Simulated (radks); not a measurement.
Numerical settings for the chromium ion Cr3+, [Ar] 3d3. All-electron calculation, scalar-relativistic Kohn-Sham, PBE, spin-polarised, spherical densities, point nucleus; open shells are filled with parallel spins first. Program: a radial shooting solver on a logarithmic mesh with Libxc functionals. The defaults (mesh step 0.008 in ln r, mesh end at 40 bohr or more with all orbitals vanishing there, Anderson mixing 0.5 over 9 steps, residual threshold near 1e-9 with the energy settled to 1e-9 hartree or 1e-11 of itself, here a cap of 92 iterations) give E = -1048.6438 hartree and 3d at -40.413 eV in 14 iterations. Run on one thread of a shared host, so times are rough (Intel(R) Xeon(R) Platinum 8488C): 0.14 s of CPU time, 0.14 s wall, 14 iterations on 2476 mesh points. Changes against that run (0 stands for a change within the tolerance of the run):

setting                     iterations  converged  E (mhartree)  e(3d) (meV)  CPU (s)
mesh step in ln r 0.02              14        yes             0            0     0.06
mesh step in ln r 0.05              14        yes      +0.00959      -0.0046     0.03
mesh step in ln r 0.08               2         no      diverged            -     0.02
mesh end (bohr) 2                   14        yes     +1.49e+03    +1.66e+04     0.12
mesh end (bohr) 12                  14        yes             0            0     0.13
residual threshold 0.1              10        yes             0        -0.12     0.11
residual threshold 1e-16            92         no             0            0     0.48
mixing 1                            12        yes             0            0     0.12
linear mixing, mixing 0.2           88        yes             0            0     0.64
linear mixing, mixing 0.05          92         no       +0.0235         -147     0.77
mixing history 20                   19        yes             0            0     0.17
iteration cap 5                      5         no       +0.0368          -76     0.06

Settings that end as converged yet miss the energy by more than 1 mhartree: mesh end (bohr) 2 (+1.49 hartree). A mesh that ends early acts as a hard wall.
